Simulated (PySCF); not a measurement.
C6H10O2.
Z-matrix (Å and degrees, GFN2-xTB geometry), rows numbered from 1:
```
O 
C   1  1.1981
C   2  1.5080  1  126.06
C   3  1.5322  2  111.38  1   140.96
C   4  1.5308  3  109.28  2   -71.96
O   5  1.4055  4  111.66  3   -57.82
C   6  1.4107  5  111.57  4    61.87
C   7  1.5304  6  112.11  5   -60.78
H   2  1.1102  1  120.90  3  -177.89
H   3  1.0992  2  104.79  1  -101.38
H   4  1.0910  3  110.96  2    49.28
H   4  1.0912  3  109.26  2   169.07
H   5  1.1028  4  109.36  3    64.08
H   5  1.0921  4  110.90  3  -175.72
H   7  1.0915  6  105.78  5   178.46
H   7  1.1000  6  109.81  5    61.10
H   8  1.0899  3  109.99  2   -47.74
H   8  1.0910  3  109.43  2  -167.55
```

Method: PBE0/pcSseg-1 in PySCF (dipole) on a GFN2-xTB geometry, gas phase.

Take the most abundant isotopes and a rigid rotor. The values belong to one conformer with, in the numbering `[O:1]=[CH:2][CH:3]1[CH2:4][CH2:5][O:6][CH2:7][CH2:8]1`, O1–C2–C3–C4 141°, C2–C3–C4–C5 -72°, C3–C4–C5–O6 -58°, C4–C5–O6–C7 62°, C5–O6–C7–C8 -61°.

Q: Give the principal moments of inertia and the rotational constants in cm⁻¹.

A: Ia = 157.05, Ib = 279.83, Ic = 327.92 u·Å²; 505379 MHz·u·Å²/I gives 3218, 1806 and 1541 MHz, that is A = 0.10734, B = 0.06024, C = 0.05141 cm⁻¹.

Q: Classify the top.

A: An asymmetric top. Ray's parameter κ = (2B − A − C)/(A − C) = -0.684; −1 is the prolate and +1 the oblate limit.

Q: What does the inertial defect say?

A: Not planar: Δ = Ic − Ia − Ib = -108.97 u·Å². For a rigid frame Δ = −2 Σ m c², so Σ m c² = 54.48 u·Å² lies off the ab plane: 14.85 from hydrogen and 39.63 from heavier atoms. The atom farthest from that plane is 1.96 Å away.

Q: Give the other two planar moments, Paa and Pbb, and the rms extents of the mass along the axes.

A: Paa = Σ m a² = (Ib + Ic − Ia)/2 = 225.35 and Pbb = Σ m b² = (Ia + Ic − Ib)/2 = 102.57 u·Å². With the mass M = 114.07 u, the rms extents √(P/M) along a, b and c are 1.41, 0.95, 0.69 Å.

Q: Give the coordinates in the principal-axis frame, origin at the centre of mass.

A: The sense of each axis is arbitrary; atoms in the order of the calculation.
```tsv
atom	mass (u)	a (Å)	b (Å)	c (Å)
O1	15.995	2.288	0.438	-0.672
C2	12.000	1.674	-0.507	-0.264
C3	12.000	0.609	-0.480	0.803
C4	12.000	-0.545	-1.430	0.465
C5	12.000	-1.359	-0.843	-0.691
O6	15.995	-1.857	0.434	-0.379
C7	12.000	-0.813	1.353	-0.139
C8	12.000	0.066	0.932	1.040
H9	1.008	1.883	-1.529	-0.644
H10	1.008	1.113	-0.841	1.711
H11	1.008	-0.170	-2.417	0.189
H12	1.008	-1.193	-1.533	1.336
H13	1.008	-0.728	-0.790	-1.593
H14	1.008	-2.234	-1.461	-0.904
H15	1.008	-1.300	2.309	0.064
H16	1.008	-0.192	1.454	-1.041
H17	1.008	0.891	1.636	1.142
H18	1.008	-0.528	0.943	1.955
```

Q: Which types of transition are allowed, and where do some lines up to J = 2 fall?

A: The dipole components are |μa| = 0.31 D, |μb| = 2.01 D, |μc| = 1.34 D. The squared components, which scale the intensities, stand as 0.02 : 1.00 : 0.44 (a : b : c). Some lines, for components of 0.1 D or more:

| type | branch | J(Ka,Kc) | MHz | lower level (cm⁻¹) |
| --- | --- | --- | --- | --- |
| a | Q | 2(1,1) ← 2(1,2) | 795 | 0.373 |
| c | Q | 2(1,2) ← 2(0,2) | 1181 | 0.334 |
| c | Q | 1(1,1) ← 1(0,1) | 1412 | 0.112 |
| b | Q | 1(1,0) ← 1(0,1) | 1677 | 0.112 |
| b | Q | 2(1,1) ← 2(0,2) | 1975 | 0.334 |
| a | R | 1(0,1) ← 0(0,0) | 3347 | 0.000 |
| c | Q | 2(2,1) ← 2(1,1) | 4236 | 0.400 |
| b | Q | 2(2,0) ← 2(1,1) | 4270 | 0.400 |
| b | R | 1(1,1) ← 0(0,0) | 4759 | 0.000 |
| c | R | 1(1,0) ← 0(0,0) | 5024 | 0.000 |
| b | Q | 2(2,1) ← 2(1,2) | 5030 | 0.373 |
| b | R | 2(0,2) ← 1(1,1) | 5249 | 0.159 |
| a | R | 2(1,2) ← 1(1,1) | 6429 | 0.159 |
| a | R | 2(0,2) ← 1(0,1) | 6660 | 0.112 |
| a | R | 2(1,1) ← 1(1,0) | 6959 | 0.168 |
| b | R | 2(1,2) ← 1(0,1) | 7841 | 0.112 |
| c | R | 2(1,1) ← 1(0,1) | 8636 | 0.112 |
| b | R | 2(2,1) ← 1(1,0) | 11195 | 0.168 |
| c | R | 2(2,0) ← 1(1,0) | 11229 | 0.168 |
| c | R | 2(2,1) ← 1(1,1) | 11460 | 0.159 |
| b | R | 2(2,0) ← 1(1,1) | 11494 | 0.159 |

Q: Estimate the classical rotational partition function at 50 K, 200 K and 500 K.

A: Point group C1, symmetry number σ = 1; q = (√π/σ)·√((kT/h)³/(ABC)), k/h = 20836.6 MHz/K: 19900 at 50 K, 159000 at 200 K, 630000 at 500 K.

Stationary, but not proved a minimum. Zero-point vibration and centrifugal distortion are left out.
